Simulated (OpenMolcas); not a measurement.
Ions of charge +2 along the 3d row on the Li site of LiF

```yaml
Program: OpenMolcas
Method: SS-CASPT2, IPEA 0.25 Eh, imaginary shift 0.1 Eh
Spin-orbit_coupling: RASSI with atomic mean-field integrals over the reference wave functions
```

The d shell is active; CASPT2 correlates the ligand valence shells and the outer metal core. Each dopant is a cluster with its nearest anions in model potentials and point charges, with no relaxation and no local charge compensation. Distances were set from a Shannon-type radius of the metal (high-spin where two are listed) plus a fixed donor radius (F 1.31 Å), in hosts weighted 0.65 to 0.35 with the host's distance in the model lattice. Ligand basis ANO-RCC-VDZP, DKH2 Hamiltonian. States (labels of O, the rotations of Oh). Energies in cm-1 above the lowest state or level, χT in cm3 K/mol; under a threefold ground state the first gap can be a small split of the lowest multiplet, not the spin-orbit step; 10Dq and B are least-squares fits to the states below 45000 cm-1, weighted by degeneracy, with a free offset, and given where the rms deviation is under 5 % of |10Dq| (or 100 cm-1) and under 700 cm-1. Spin-only χT is S(S+1) / 2 for the spin of the ground state.

```tsv
Ion	Shell	R (Å)	Metal basis	Ground state	First state of that spin	10Dq	B (rms of fit)	First gap with spin-orbit (degeneracies)	χT at 300 K	First state of another spin	Spin-only χT
Ti2+	3d2	2.115	ANO-RCC-VTZP	3T1	3T2 14550	16308	678 (287)	2 (2, 3)	1.087	1T2 8950	1.000
V2+	3d3	2.07	ANO-RCC-VTZP	4A2	4T2 14160	14505	735 (586)	12830 (4, 4)	1.861	2E 12870	1.875
Cr2+	3d4	2.076	ANO-RCC-VTZP	5E	5T2 12030			6 (1, 3)	2.971	3T1 7190	3.000
Mn2+	3d5	2.096	ANO-RCC-VTZP	6A1				19000 (6, 2)	4.386	4T1 19070	4.375
Fe2+	3d6	2.063	ANO-RCC-VTZP	5T2	5E 11150			190 (3, 2)	4.046	3T1 12330	3.000
Co2+	3d7	2.041	ANO-RCC-VTZP	4T1	4T2 8910			360 (2, 4)	3.487	2E 10780	1.875
Ni2+	3d8	2.005	ANO-RCC-VTZP	3A2	3T2 10120			9770 (3, 2)	1.298	1E 14000	1.000
Cu2+	3d9	2.031	ANO-RCC-VTZP	2E	2T2 8800	8797		8100 (4, 2)	0.539		0.375
```

Among the 3 ions with a close fit, |10Dq| is smallest for Cu2+ (8797 cm-1) and largest for Ti2+ (16308 cm-1). The error differs from ion to ion, so this order need not be the real one.

B goes from 678 cm-1 (Ti2+) to 735 cm-1 (V2+).

Every ion keeps the highest spin of its shell. χT departs most from the spin-only value for Co2+, by +1.612 cm3 K/mol.

Roots that are degenerate in the reference are averaged as groups; the widest CASPT2 spread within a group is 800 cm-1 (the 3-fold group of multiplicity 1 near 20200 cm-1 above the lowest state of its run, Fe2+). Shifts and gaps below about the spread of the groups concerned are not significant. Over all roots computed the reference weight is 0.75 to 0.76 in Ti2+, 0.75 in V2+, 0.73 to 0.75 in Cr2+, 0.74 to 0.75 in Mn2+, 0.73 to 0.75 in Fe2+, 0.73 to 0.75 in Co2+, 0.73 to 0.74 in Ni2+; a low but even weight reflects the number of correlated electrons. Ligand-to-metal charge-transfer states are missing. Free-ion shares, where given, are those of the reference states; single-state CASPT2 does not remix them. An orbital triplet at a regular site is open to Jahn-Teller coupling, which can distort the site and quench the lowest spin-orbit gaps and is left out (holds for Ti2+; Fe2+; Co2+). With no ligand orbital active B as a rule stays too high, so bands that hang on it stand too high and its fall with covalency is understated (holds for Ti2+; V2+; Cr2+; Mn2+). With one d shell and no ligand orbital active, 10Dq can be off by tens of per cent for divalent 3d ions, low with halides held by bare charges and at times high in hosts (holds for Ti2+; V2+; Cr2+; Mn2+; Fe2+; Co2+). An orbital doublet at a regular site is open to a Jahn-Teller distortion, which this geometry leaves out (holds for Cr2+; Cu2+). This shell can be high or low spin here, a state of another spin lies low, and with metal d orbitals alone active their balance is uncertain, so the ground spin may be wrong (holds for Cr2+). These CASPT2 states fit no ligand-field parameters well, so their order and spin gaps are uncertain (holds for Cr2+; Mn2+; Fe2+; Co2+; Ni2+). A single d shell leaves out the double-shell effect, which counts most for late 3d ions, where the CASPT2 field can be off either way by tens of per cent (holds for Fe2+; Co2+; Ni2+; Cu2+). For late 3d ions with one d shell CASPT2 can put B and the spin-flip bands somewhat low as well as high (holds for Fe2+; Co2+; Ni2+). With one d shell and no ligand orbital active, 10Dq can be off by tens of per cent for divalent 3d ions, low with halides held by bare charges and at times high in hosts, and the orbital part of g and χT goes as 1/10Dq (holds for Ni2+; Cu2+). No measured value stands beside these numbers; the geometry was set by hand and not optimised.
